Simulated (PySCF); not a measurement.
**Worked example: dipole moment from atomic charges**

Zn(F)(OMe) (CH₃FOZn), SMILES [O](C)[Zn][F]. Atoms are numbered in the order given.

```xyz
7

Zn     0.0606     0.4347     0.0000
F     -0.2349     2.1489     0.0000
O      0.5290    -1.2705     0.0000
C     -0.3563    -2.3566     0.0000
H     -1.0145    -2.3912    -0.8931
H      0.2308    -3.2938     0.0000
H     -1.0145    -2.3912     0.8931
```
Charge 0, spin multiplicity 1.

Coordinates come from a B3LYP-D3(BJ)/def2-SVP optimisation. One conformer was computed; it need not be the lowest.

Charges (e) from ωB97X/def2-TZVPD in PySCF:

```
atom  ESP fit     IAO
----  -------  ------
Zn1     1.011   1.502
F2     -0.541  -0.790
O3     -0.594  -0.902
C4     -0.109  -0.172
H5      0.056   0.113
H6      0.120   0.137
H7      0.056   0.113
```

The dipole moment of the full density is 1.89 D.

What dipole moment does each set of point charges give, and which comes closer to that of the density?


μ = Σ q r, and 1 e Å = 4.8032 D.
ESP fit: Σ q r = (-0.173, -0.375, 0.000) e Å, |μ| = 1.98 D.
IAO: Σ q r = (-0.337, -0.485, 0.000) e Å, |μ| = 2.84 D.
ESP fit comes closer in size. Point charges leave out the atoms' own dipoles (lone pairs, polarised bonds); fits to the potential absorb them, partitions of the density don't.
